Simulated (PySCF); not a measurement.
All values below come from PySCF 2.14.0 with B3LYP-D3(BJ)/def2-TZVP // BP86-D3(BJ)/def2-SVP. Isolated molecules, 0 K electronic values unless said otherwise. B3LYP has the VWN-RPA correlation part, as in Gaussian. 

Reference species: [Ti(Cl)3] (neutral, multiplicity 2).

- charge on the central atom (Mulliken): 1.04 e
- highest occupied spin orbital: -7.31 eV
- coordination number: 3

Changed species: [Pt(Cl)3] (M = Pt, multiplicity 2; the reference has M = Ti, multiplicity 2).

### Question
Predict the effect on the charge on the central atom (Mulliken), highest occupied spin orbital and coordination number.

### Answer
the charge on the central atom (Mulliken) falls by 0.40 e, to 0.64 e; the highest occupied spin orbital falls by 0.77 eV, to -8.08 eV; the coordination number is nearly the same.
